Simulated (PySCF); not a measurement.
B(Me)(OMe)(NH2), SMILES COB(C)N (PBE0/def2-SVP optimised geometry):

```
13

B      0.222    -0.162     0.000
C      1.801    -0.162     0.000
H      2.181     0.387     0.877
H      2.179     0.376    -0.885
H      2.249    -1.167     0.005
O     -0.396     1.066     0.000
C     -1.785     1.195    -0.003
H     -2.249     0.736     0.891
H     -2.042     2.265    -0.001
H     -2.245     0.739    -0.900
N     -0.526    -1.358    -0.002
H     -1.536    -1.404    -0.002
H     -0.081    -2.265     0.000
```

Calculation: PBE0/def2-TZVP (PySCF).

Question: What are the frontier orbital energies and the dipole moment?

Answer: HOMO-2 -8.76 eV, HOMO-1 -8.65 eV, HOMO -7.63 eV, LUMO 0.81 eV, LUMO+1 1.70 eV; dipole moment 2.15 D.

On the same geometry PySCF with PBE/def2-TZVP gives HOMO-2 -7.25 eV, HOMO-1 -7.06 eV, HOMO -6.17 eV, LUMO 0.03 eV, LUMO+1 0.81 eV; dipole moment 2.12 D.

Meta-Löwdin charges at PBE0/def2-TZVP: B1 0.33, C2 -0.48, H3 0.13, H4 0.13, H5 0.11, O6 -0.39, C7 -0.12, H8 0.10, H9 0.12, H10 0.10, N11 -0.50, H12 0.23, H13 0.24.
